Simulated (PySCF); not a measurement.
## Mayer bond orders and bond lengths

Species: C5H10SSi.
Atom-mapped SMILES: `[CH3:1][CH2:2][C:3](=[C:4]=[S:5])[SiH2:6][CH3:7]` (hydrogens: H8, H9, H10 on C1; H11, H12 on C2; H13, H14 on Si6; H15, H16, H17 on C7)

Structure used (GFN2-xTB), in Å, numbered top down from 1:
```xyz
17
C5H10SSi angstrom
C     -2.7390   -0.2347    0.3110
C     -1.3839   -0.8464   -0.0189
C     -0.2373    0.0809    0.2894
C     -0.3432    1.2945    0.7145
S     -0.3186    2.7703    1.2350
Si     1.5095   -0.6227    0.0195
C      2.8190    0.6807    0.4210
H     -2.7898    0.0338    1.3641
H     -2.9031    0.6647   -0.2785
H     -3.5359   -0.9427    0.0941
H     -1.3441   -1.1078   -1.0803
H     -1.2456   -1.7716    0.5472
H      1.5928   -1.0449   -1.3864
H      1.6374   -1.7960    0.8964
H      2.6661    1.1051    1.4090
H      3.8151    0.2501    0.3952
H      2.7938    1.4990   -0.2927
```

Bond orders from the PBE0/pcSseg-1 density (PySCF). Isolated species at its GFN2-xTB geometry (one conformer only).

Task: How far do the computed orders between heavy atoms stray from the drawn ones?

Result: The largest departure is 0.245, at C3–C4 (drawn double, 1.755). Drawn single, order below 0.88: C3–Si6 (0.777).

Task: Give the Mayer order of every bond between heavy atoms, beside its length.

Result: 
| bond | drawn as | length (Å) | Mayer order |
| --- | --- | --- | --- |
| C1–C2 | single | 1.523 | 1.090 |
| C2–C3 | single | 1.507 | 1.021 |
| C3–C4 | double | 1.290 | 1.755 |
| C4–S5 | double | 1.565 | 1.896 |
| C3–Si6 | single | 1.902 | 0.777 |
| Si6–C7 | single | 1.891 | 0.981 |

By pair of heavy elements: C–C: lowest C2–C3 (1.021, 1.507 Å), highest C3–C4 (1.755, 1.290 Å); in 1 of the 3 pairs the longer bond (by over 0.003 Å) has the higher order (by 0.02 or more). C–Si: lowest C3–Si6 (0.777, 1.902 Å), highest Si6–C7 (0.981, 1.891 Å).

Task: And the bonds to hydrogen?

Result: C–H: 0.93 to 0.96 (8 bonds); H–Si: 0.93 (2 bonds).

Task: Sum the orders of all bonds at each heavy atom with more than one neighbour and set the sums beside the valence in the SMILES.

Result: C1 3.973 (drawn 4), C2 3.977 (drawn 4), C3 3.553 (drawn 4), C4 3.651 (drawn 4), Si6 3.626 (drawn 4), C7 3.847 (drawn 4). Orders between atoms that aren't bonded are not in these sums.

For a closed shell the Mayer order of atoms A and B is Σ (PS)μν (PS)νμ over the basis functions μ on A and ν on B, with P the density and S the overlap matrix.
